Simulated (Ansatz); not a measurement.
W(SH)F5 (HWSF₅), relaxed as a singlet with RKS PBE-D4/def2-SVP in Ansatz, starting from the GFN2-xTB geometry. Force threshold 0.02 eV/Å.

In the def2 sets W takes a core potential; there is no spin–orbit coupling.

Start:

```xyz
8

W     0.362   -0.076    0.185
S    -1.713   -0.740   -0.943
H    -2.116    0.539   -1.077
F     1.909    0.475    1.028
F     1.350   -1.270   -0.790
F    -0.570    1.167    1.176
F     0.138   -1.335    1.496
F     0.641    1.238   -1.075
```

Question: Estimate the energy that the relaxation releases and the steps that it takes.

Answer: 21.8 kJ/mol, in 15 steps; 25 s on 2 threads of AMD EPYC 7R13 on a shared host. No frequencies were taken in this run, so the end may be a saddle point.

Question: Does the start keep its bonding and symmetry?

Answer: By distances, no bond broke or formed. The bond that changes most is W1–S2, from 2.45 to 2.39 Å (atoms count from 1). Point group Cs at the start, Cs at the end, both within 0.05 Å.

Question: Predict the relaxed structure.

Answer: 
```xyz
8

W     0.4189   -0.0376    0.1155
S    -1.5456   -0.5802   -1.1254
H    -2.3977    0.3202   -0.5609
F     1.7915    0.6058    1.2394
F     1.1778   -1.3846   -0.9166
F    -0.7111    1.2137    0.9217
F     0.1639   -1.3212    1.4533
F     1.1022    1.1838   -1.1270
```
Bond lengths: 5 × F–W 1.86 to 1.89 Å; 1 × S–W 2.39 Å; 1 × H–S 1.36 Å.
